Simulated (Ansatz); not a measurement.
`C[SiH](F)CCl` + H₂Se → `C[SiH](F)[SeH]` + `CCl`  (ligand exchange at the Si–C bond)

Gas-phase electronic energies from Ansatz, PBE0-D4/def2-TZVP geometries. CCSD(T)/CBS is the MP2 limit (def2-TZVPP, def2-QZVPP) plus CCSD(T) − MP2 in def2-TZVPP, frozen cores. This one scheme is used for every species. Functionals use def2-TZVPP. For Se outer-core shells are correlated without core-valence functions, which leaves a few kJ/mol of doubt a bond. Scalar relativity is left out up to krypton. One conformer a species, not always the lowest.

```json
{"level": "r2SCAN", "ΔE (kJ/mol)": "-71.4"}
{"level": "PBE0", "ΔE (kJ/mol)": "-72.9"}
{"level": "SCS-MP2/def2-TZVPP", "ΔE (kJ/mol)": "-69.0"}
{"level": "CCSD(T)/def2-TZVPP", "ΔE (kJ/mol)": "-66.1"}
```

Task: What does CCSD(T)/CBS give? (Estimate.)

Result: Ansatz gave: -70.2 kJ/mol. The listed levels differ from it by -1.2, -2.7, 1.2, 4.1 kJ/mol.

Largest T1 diagnostic among the species: 0.010.
